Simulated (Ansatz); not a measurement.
C$_{2}$H$_{6}$B$_{2}$FN (`BC1(F)NB1C`) at its PBE0-D4/def2-TZVP geometry, where that method's forces vanish. Charge 0, multiplicity 1.

| atom | x (Å) | y (Å) | z (Å) |
| --- | --- | --- | --- |
| B1 | -0.474 | -1.314 | -0.814 |
| C2 | -1.358 | -0.677 | 0.194 |
| F3 | -2.521 | -0.050 | -0.033 |
| N4 | -0.649 | -0.185 | 1.288 |
| B5 | 0.219 | 0.090 | 0.245 |
| C6 | 1.331 | 1.114 | -0.092 |
| H7 | -0.716 | -1.268 | -1.981 |
| H8 | 0.394 | -2.019 | -0.367 |
| H9 | -1.009 | 0.161 | 2.161 |
| H10 | 1.744 | 1.599 | 0.795 |
| H11 | 0.900 | 1.891 | -0.733 |
| H12 | 2.141 | 0.657 | -0.663 |

Problem. For each bond, give half the difference of the two atoms' forces along it (eV/Å; positive pushes the atoms apart) under PBE-D4, r2SCAN-D4, B3LYP-D4, ωB97M-V in def2-TZVPP. (Best estimate.)

Solution. Ansatz gave: 
```
  bond  length (Å)  PBE-D4  r2SCAN-D4  B3LYP-D4  ωB97M-V
 B1–C2       1.485   -0.08      -0.04     -0.06    -0.08
 B1–B5       1.890   -0.04      -0.02      0.22     0.18
 B1–H7       1.193    0.03      -0.05     -0.11    -0.13
 B1–H8       1.204    0.02      -0.04     -0.10    -0.09
 C2–F3       1.341    0.55       0.34      0.37     0.25
 C2–N4       1.393    0.30       0.20      0.14     0.18
 C2–B5       1.754    0.18       0.09      0.12     0.02
 N4–B5       1.385    0.32       0.23      0.02     0.03
 N4–H9       1.005    0.02      -0.13     -0.05    -0.12
 B5–C6       1.549   -0.18      -0.08     -0.06     0.03
C6–H10       1.092    0.12      -0.01     -0.02    -0.07
C6–H11       1.096    0.12      -0.01     -0.04    -0.06
C6–H12       1.091    0.13      -0.01     -0.04    -0.07
```

B3LYP here is the variant with VWN-RPA as its local correlation; programs differ in this.
